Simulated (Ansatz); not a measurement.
**Which method gave which barrier?**

Saddle point of Si2NH8ClOF2, singlet (Si₂H₃ClF₂ ([F][Si]([F])([SiH3])[Cl]) + H₂O + NH₃ → SiNH₂ClF₂ ([NH2][Si]([F])([F])[Cl]) + SiH₄ + H₂O; bonds formed: Si2–H8, H6–O9; dative contacts that become bonds: Si1–N7; bonds broken: Si1–Si2, H6–N7, H8–O9), PBE0-D4/def2-TZVP structure:

```
15
angstrom
Si -1.0082 -0.1265 -0.6707
Si -0.1642 -0.0879 1.8258
F -2.2040 0.4783 0.2479
F -0.9157 1.0986 -1.7054
Cl -2.1271 -1.7015 -1.4211
H 1.4050 0.4460 -0.8110
N 0.6314 -0.7726 -1.1494
H 0.6079 0.9079 0.4893
O 1.5788 1.3318 -0.2145
H 1.1769 -0.4307 2.3827
H -0.8872 -1.3947 1.7222
H -0.8993 0.8085 2.7450
H 0.9287 -1.5711 -0.5983
H 0.6102 -1.0775 -2.1192
H 1.2667 2.0911 -0.7235
```

Ansatz 0.2.0; basis: def2-TZVPP, with def2-QZVPP for the basis limit; cores frozen in the correlated methods. B3LYP uses VWN-RPA correlation. Extrapolation: Hartree–Fock as exp(−7.88 √X), correlation as X^−2.97. Four methods, as single points on the PBE0-D4 structures, gave these electronic barriers from the start structure: 47.61, 52.34, 55.11, 76.20 kcal/mol.

(1) The methods were, in alphabetical order, B3LYP-D4, BLYP-D4, CCSD(T), HF. Which gave which? (A judgement: the text doesn't fix the answer.)

No T1 diagnostic of these runs exceeds 0.013.

Answers

(1) By the calculation: BLYP-D4 47.61; B3LYP-D4 52.34; CCSD(T) 55.11; HF 76.20 kcal/mol. For comparison, CCSD(T) at an estimated basis limit (MP2 extrapolated from triple and quadruple zeta, plus CCSD(T) − MP2 in triple zeta) gives 55.23 kcal/mol.

Labels in which every atom is bracketed show which atoms are joined, not bond orders.

For scale, one of the runs: CCSD(T)/def2-TZVPP, 362 basis functions, launched by `ansatz run in.yaml --threads 4 --pin off --events-out ev --progress --plain --max-ram 46080MiB --backend cuda --devices 0, --max-vram 37GiB`. Time: 11 s of wall clock on 4 CPU threads of an AMD EPYC 7R13 and a share of one NVIDIA H100; the host was shared. Peak host memory: 0.9 GiB.
